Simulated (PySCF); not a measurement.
BClH, SMILES Cl[BH] (connectivity only; charge and spin as stated), charge +1, multiplicity 1.

Geometry: TPSSh-D3(BJ)/def2-TZVPD. The multiplicity is an assumed one; other spin states were not compared. The isomer is the one that the SMILES or the coordinates give; other isomers of the formula were not compared.

Two levels are set side by side: TDDFT-PBE/def2-TZVPD (PySCF) and ADC(3)/aug-cc-pVDZ (PySCF). Vertical, same geometry; the bases differ. Differences are taken from unrounded values.

| quantity | TDDFT-PBE |
|---|---|
| lowest singlet excitation (eV) | 6.85 |

These are the TDDFT-PBE values. What does ADC(3) give? (The exact figures need the calculation; the answer reports its results.)


| quantity | ADC(3) | TDDFT-PBE minus ADC(3) |
|---|---|---|
| lowest singlet excitation (eV) | 7.49 | -0.64 |

Functionals without exact exchange tend to place singlet excitations lower, as here. Differences between two approximate levels are no errors against the true value.

Rough cost on one machine, each run with all the roots and properties that it gave: ADC(3) against TDDFT-PBE about 20 times.
